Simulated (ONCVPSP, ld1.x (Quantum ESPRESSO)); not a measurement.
# Potentials for In (Z = 49) compared

Generated with ld1.x 7.5 (TM, RRKJ, ultrasoft, PAW), atompaw 4.2 or ONCVPSP 4.0.1. The cutoff is in Ry: for ld1.x and atompaw files where the sum of valence levels is converged to 10 mRy in a Bessel basis, for ONCV files where the hardest occupied wave has 1 mHa per electron of residual kinetic energy. The error is the largest all-electron minus pseudo excitation energy over each file’s own four to seven test configurations (ionisations up to +4, promotions, holes and added fractions of an electron), all of which were solved. The labels leave out finer settings (local radius, basis sizes, second energies), which also bear on the numbers. Spin-polarised tests are not counted. The rows are a selection from randomly drawn settings: files with unsolved tests, undetermined cutoffs or missed reference levels are left out.

A true bound ghost makes a file unfit for plane-wave use even where its test errors are small: the radial tests pick states by their node count and pass the ghost by.

```tsv
potential	cutoff (Ry)	largest error (meV)	bound ghosts
ONCV, PBE, scalar-relativistic, rc 1.85/2.65 (sp), local smoothed, core correction yes, reference 5s2 5p0.5, qcut 2.9/2.5, projectors 1/2	16	-147	s, p
TM, PBE, scalar-relativistic, rc 1.70/3.00/3.15 (spd), local d, core correction yes, reference 5s1.5 5p1.5	25	-229	s
ultrasoft, BLYP, scalar-relativistic, rc 2.20/3.15/2.60 (spd), local smoothed, core correction yes, reference 5s2 5p1	6	-193	none
ONCV, PBE, scalar-relativistic, rc 1.65/1.60/1.50 (spd), local d, core correction yes, reference 4s2 4p6 4d10 5s1.75 5p1.25, qcut 7.2/10.7/11.3, projectors 2/2/0	77	-5.6	none
```

Question: Fill in the row for In: ONCV, LDA (Perdew-Zunger), scalar-relativistic, rc 1.10/0.90/0.90 (spd), local d, core correction yes, reference 4s2 4p6 4d10 5s2, qcut 9.2/11.1/12.3, projectors 2/2/0.

Answer: cutoff 113 Ry, largest error -7.9 meV, bound ghosts: none.

Question: Fill in the row for In: ONCV, PBE, scalar-relativistic, rc 1.25/0.95/1.40 (spd), local smoothed, core correction no, reference 4s2 4p6 4d10 5s2, qcut 7.5/7.2/9.8, projectors 3/2/2.

Answer: cutoff 408 Ry, largest error -9.4 meV, bound ghosts: s.
